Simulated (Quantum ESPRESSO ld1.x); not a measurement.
Cd V, configuration [Ar] 3d10 4s1.5 4p6 4d8 5p0.5 (fractional occupations, a model configuration).

All-electron calculation, scalar-relativistic Kohn-Sham, LDA (Slater exchange, VWN5 correlation), spin-polarised, spherical densities, point nucleus; open shells are filled with parallel spins first. Program: ld1.x of Quantum ESPRESSO 7.5.

Energy parts (eV):
| part | energy |
|---|---|
| total | -151920.54 |
| kinetic | 158049.71 |
| electron-nucleus | -364873.79 |
| Hartree | 58908.27 |
| exchange-correlation | -4004.73 |

Orbitals (lengths in bohr, moments of r in powers of bohr; <r^-3> diverges for s and p1/2; r(max) is where P^2 peaks):
| orbital | occ. | eigenvalue (eV) | r(max) | <r> | <r^4> | <r^-3> |
|---|---|---|---|---|---|---|
| 1s up | 1 | -26555.4 | 0.01970 | 0.03043 | 4.077e-06 | - |
| 1s down | 1 | -26555.2 | 0.01970 | 0.03043 | 4.077e-06 | - |
| 2s up | 1 | -3996.02 | 0.1113 | 0.1318 | 0.0007196 | - |
| 2s down | 1 | -3995.39 | 0.1113 | 0.1318 | 0.0007195 | - |
| 2p up | 3 | -3594.19 | 0.08900 | 0.1149 | 0.0005156 | 4064 |
| 2p down | 3 | -3593.66 | 0.08900 | 0.1149 | 0.0005155 | 4064 |
| 3s up | 1 | -793.986 | 0.3242 | 0.3589 | 0.03321 | - |
| 3s down | 1 | -793.433 | 0.3242 | 0.3588 | 0.03314 | - |
| 3p up | 3 | -662.188 | 0.3173 | 0.3575 | 0.03532 | 735.6 |
| 3p down | 3 | -661.600 | 0.3173 | 0.3573 | 0.03523 | 735.8 |
| 3d up | 5 | -455.362 | 0.2653 | 0.3348 | 0.03313 | 100.9 |
| 3d down | 5 | -454.662 | 0.2654 | 0.3346 | 0.03300 | 100.9 |
| 4s up | 1 | -165.102 | 0.7907 | 0.8667 | 1.069 | - |
| 4s down | 0.5 | -162.738 | 0.7902 | 0.8669 | 1.073 | - |
| 4p up | 3 | -125.478 | 0.8372 | 0.9361 | 1.532 | 133.0 |
| 4p down | 3 | -123.143 | 0.8369 | 0.9372 | 1.544 | 132.8 |
| 4d up | 5 | -67.4457 | 0.9455 | 1.130 | 3.801 | 12.83 |
| 4d down | 3 | -65.2680 | 0.9470 | 1.136 | 3.906 | 12.72 |
| 5s up | 0 | -46.8914 | 1.911 | 2.081 | 33.29 | - |
| 5s down | 0 | -45.4905 | 1.918 | 2.096 | 34.46 | - |
| 5p up | 0.5 | -37.1980 | 2.163 | 2.363 | 55.94 | 21.15 |
| 5p down | 0 | -35.9335 | 2.178 | 2.391 | 59.08 | 20.63 |
| 5d up | 0 | -24.0204 | 2.841 | 3.082 | 164.9 | 1.985 |
| 5d down | 0 | -23.1195 | 2.901 | 3.161 | 183.1 | 1.871 |
| 4f up | 0 | -20.1756 | 2.161 | 2.550 | 109.1 | 0.3450 |
| 4f down | 0 | -18.9927 | 2.294 | 2.706 | 137.4 | 0.2976 |
| 6p up | 0 | -17.8835 | 4.503 | 4.558 | 735.4 | 7.284 |
| 6p down | 0 | -17.5383 | 4.582 | 4.636 | 785.9 | 7.014 |

The highest occupied level is 5p up at -37.198 eV. The configuration is held as typed, so some empty levels lie below it. Spin moment in Bohr magnetons: 3. The density falls to 0.001 e/bohr^3 at r = 3.25 bohr.
